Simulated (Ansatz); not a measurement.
Compare A (`BC(=C)C`) with its isomer B (`B1CCC1`).

Isolated molecules relaxed with PBE0-D4/def2-TZVP in Ansatz; ΔE leaves out vibrations. CCSD(T)/CBS is the MP2 limit (def2-TZVPP, def2-QZVPP) plus CCSD(T) − MP2 in def2-TZVPP, frozen cores. DFT in def2-TZVPP.

Question: Which isomer does CCSD(T)/CBS put lower? Give the gap. (Estimate.)

Answer: The calculation gave: A, by 0.9 kcal/mol.

Question: Give E(B) − E(A) in kcal/mol with PBE-D4, r2SCAN-D4, ωB97M-V, CCSD(T)/def2-TZVPP, B2PLYP, MP2/def2-TZVPP, CCSD(T)/def2-SVP. (Estimate.)

Answer: Computed: PBE-D4 -2.1, r2SCAN-D4 -1.3, ωB97M-V -1.0, CCSD(T)/def2-TZVPP 1.3, B2PLYP 3.1, MP2/def2-TZVPP -1.4, CCSD(T)/def2-SVP 1.7. The order is the other way round with PBE-D4, r2SCAN-D4, ωB97M-V, MP2/def2-TZVPP.

Question: Does the order hold for the free energy at 298.15 K (harmonic terms from PBE0-D4)? (Estimate.)

Answer: Computed: Yes: G(B) − G(A) = +4.0 kcal/mol.

Largest T1 diagnostic: 0.010.

In def2-TZVPP, CCSD(T) changes the Hartree–Fock value by −8.4 kcal/mol (the triples alone add −0.3 kcal/mol) and MP2 by −11.2 kcal/mol. From r2SCAN to r2SCAN0 (25 % exact exchange), in def2-TZVPP and without D4, E(B) − E(A) moves by −1.2 kcal/mol.
